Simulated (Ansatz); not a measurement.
`C[SiH2][GeH2][OH]` + SiH₄ → `[OH][GeH2][SiH2][SiH3]` + CH₄  (formal exchange of groups at the Si–C bond)

Isolated molecules relaxed with PBE0-D4/def2-TZVP in Ansatz; ΔE leaves out vibrations. CCSD(T)/CBS adds triple-zeta CCSD(T) − MP2 to the extrapolated MP2 energy (def2 sets, frozen cores). This one scheme is used for every species. Functionals use def2-TZVPP. HSE06 is defined as in plane-wave codes. For Ge outer-core shells are correlated without core-valence functions, which leaves a few kJ/mol of doubt a bond. Scalar relativity is left out up to krypton. Each species was taken in one conformer, which may not be the lowest.

`C[SiH2][GeH2][OH]`:

Cartesian coordinates in Å:
```
C 1.203 0.948 1.127
Si 0.503 -0.712 0.614
Ge -0.760 -0.499 -1.403
O -2.077 0.696 -1.142
H 1.907 1.318 0.379
H 1.727 0.873 2.083
H 0.402 1.683 1.230
H -0.410 -1.242 1.667
H 1.588 -1.713 0.412
H 0.043 0.116 -2.562
H -1.383 -1.836 -1.870
H -2.743 0.368 -0.534
```

SiH₄:

```xyz
5

Si    0.000    0.000    0.000
H    -1.186   -0.720   -0.527
H     0.804   -0.921    0.842
H    -0.446    1.156    0.817
H     0.828    0.485   -1.133
```

`[OH][GeH2][SiH2][SiH3]`:

Z-matrix (Å, degrees):
```
Ge
Si 1 2.391
O 1 1.791 2 109.1
H 1 1.546 2 110.9 3 -120.4
H 1 1.536 2 113.9 3 115.1
Si 2 2.337 1 108.5 3 54.9
H 2 1.488 1 109.5 3 -65.3
H 2 1.490 1 109.9 3 175.3
H 3 0.960 1 112.6 2 -61.1
H 6 1.488 2 109.5 1 64.8
H 6 1.487 2 112.2 1 -174.0
H 6 1.489 2 109.3 1 -53.5
```

CH₄:

Z-matrix (Å, degrees):
```
C
H 1 1.090
H 1 1.090 2 109.5
H 1 1.090 2 109.5 3 -120.0
H 1 1.090 2 109.5 3 120.0
```

Question: Is it downhill or uphill in electronic energy at CCSD(T)/CBS, and by how much? (Best estimate.)

Answer: Ansatz gave: Downhill: ΔE = -15.7 kJ/mol.

Question: What do these levels give: r2SCAN0-D4, BHLYP-D4, CAM-B3LYP-D4, ωB97X-V, r2SCAN, HSE06, BHLYP, RPA@PBE/def2-TZVPP, HF/def2-SVP, MP2/def2-TZVPP, SCS-MP2/def2-QZVPP, CCSD/CBS(def2)? (Estimate.)

Answer: Computed: r2SCAN0-D4 -19.3, BHLYP-D4 -14.7, CAM-B3LYP-D4 -12.1, ωB97X-V -14.8, r2SCAN -20.4, HSE06 -22.7, BHLYP -10.1, RPA@PBE/def2-TZVPP -11.4, HF/def2-SVP -7.3, MP2/def2-TZVPP -10.3, SCS-MP2/def2-QZVPP -8.4, CCSD/CBS(def2) -13.9 kJ/mol.

Largest T1 diagnostic among the species: 0.013.

In def2-TZVPP, CCSD(T) changes the Hartree–Fock value by −9.9 kJ/mol (the triples alone add −1.8 kJ/mol) and MP2 by −5.6 kJ/mol. From BLYP to BHLYP (50 % exact exchange), in def2-TZVPP and without D4, ΔE moves by +5.6 kJ/mol.
